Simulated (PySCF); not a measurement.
Dipole response of Ge⁻ (germanium, charge -1)

[Ar] 3d10 4s2 4p3, high-spin 4S determinant. Computed with PySCF 2.14 in x2c-TZVPPall with one added diffuse shell each of s, p, d type (7s6p5d1f, 57 functions), with the spin-free X2C one-electron Hamiltonian (Gaussian nucleus). Coupled (time-dependent) response in atomic units; α is the mean over directions.

```
method  mean α (bohr³)  C₆ (like pair)  S(−4)
   UHF           118.1            1759   5558
```

S(−4) is the Cauchy moment in α(ω) = α(0) + S(−4) ω² + …

α(iu) at UHF:

| u (hartree) | α(iu) (bohr³) |
| --- | --- |
| 0 | 118.1 |
| 0.0500 | 106.1 |
| 0.100 | 83.70 |
| 0.200 | 49.43 |
| 0.300 | 31.15 |
| 0.500 | 15.23 |
| 0.750 | 8.005 |
| 1.00 | 4.954 |
| 1.50 | 2.483 |
| 2.00 | 1.515 |
| 3.00 | 0.7504 |
| 5.00 | 0.3041 |

A single London oscillator, α(iu) = α/(1 + u²/ω²), gives C₆ = (3/4) ω α². Matching the computed C₆ needs ω = 4 × 1759 / (3 × 118.1²) = 0.168 hartree.

For an ion, C₆ is the dispersion term alone; charge-induced terms of lower order in 1/R come first.
